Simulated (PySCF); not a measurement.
```xyz
3
charge 0 multiplicity 2, angstrom
Bi    0.0000    0.0000   -0.4099
S     1.5861    0.0000    1.3387
S    -1.5861    0.0000    1.3387
```

Method: PySCF, UPBE0, basis Bi def2-TZVP with ECP60, S def2-TZVP (scalar-relativistic core potentials, no spin–orbit coupling, density fitting).

This geometry of BiS2 is a stationary point at this level.

Question: What is the point group?

Answer: C2v.

Question: Is it a minimum?

Answer: Yes: all harmonic wavenumbers are real.

Question: Which band is strongest in the infrared?

Answer: 422 cm⁻¹ (a1), 12 km/mol.

Question: What are the dipole moment and the gap between the highest occupied and lowest empty levels of either spin?

Answer: 4.24 D and 2.81 eV.

Other isomers or separated fragments may lie lower. With an element this heavy the missing spin–orbit coupling can shift these numbers.
